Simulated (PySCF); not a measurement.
# Electron correlation in F(3+) (fluorine, charge +3)

[He] 2s2 2p2, high-spin 3P determinant. Calculation: PySCF 2.14, in x2c-QZVPPall with one added diffuse shell each of s, p, d, f type (8s5p4d3f1g, 73 functions); the spin-free X2C one-electron Hamiltonian (Gaussian nucleus). Frozen: 1s2; 4 electrons correlated.

```json
{"level": "CCSD", "correlation energy (mhartree)": "-106.49"}
{"level": "(T)", "correlation energy (mhartree)": "-1.30"}
{"level": "CCSD(T)", "correlation energy (mhartree)": "-107.79"}
```

Diagnostics: T1 = 0.0038, D1 = 0.0078, largest double amplitude 0.121.

Problem. Is a single reference adequate?

Solution. Mostly. T1 lies below 0.03, but a double amplitude of this size points to a near-degeneracy that CCSD handles and MP2 describes poorly.
